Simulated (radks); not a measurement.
The numbers below are computed, except where a source is named.
The technetium ion Tc5+, configuration [Ar] 3d10 4s1 4p6 4d2 5s1 (not the ground configuration). Code: a radial shooting solver on a logarithmic mesh with Libxc functionals. Model: scalar-relativistic Kohn-Sham, TASK exchange with Perdew-Wang LDA correlation, spin-polarised, spherical densities, finite nucleus; open shells are filled with parallel spins first (spin-orbit coupling, left out, can overturn this in heavy ions); meta-GGA in the generalised Kohn-Sham scheme; Fermi nuclear charge, rms radius 4.4112 fm.

Normalised radial functions P(r) = r R(r), r in bohr:

r	3d up	4s up
0.003528	0.0001	0.1130
0.005348	0.0003	0.1540
0.008042	0.0010	0.1989
0.01219	0.0031	0.2383
0.01848	0.0097	0.2466
0.02779	0.0287	0.1858
0.04212	0.0813	0.0162
0.06386	0.2116	-0.2401
0.0968	0.4861	-0.4128
0.1456	0.9274	-0.2246
0.2207	1.4194	0.3455
0.3345	1.5953	0.6243
0.503	1.2072	-0.0385
0.7625	0.5425	-1.0003
1.156	0.1232	-1.0183
1.752	0.0105	-0.3775
2.635	0.0003	-0.0517
3.994	0.0000	-0.0018
6.055	0.0000	0.0000

3d up: eigenvalue -331.54 eV, 0 radial nodes, <r> = 0.398 bohr, 90 % of the charge inside 0.634 bohr. 4s up: eigenvalue -148.77 eV, 3 radial nodes at r = 0.0434, 0.175, 0.495 bohr, <r> = 1.03 bohr, 90 % of the charge inside 1.49 bohr.

Empty levels of this run are not shown, since the potential may be unsettled where no density lies.
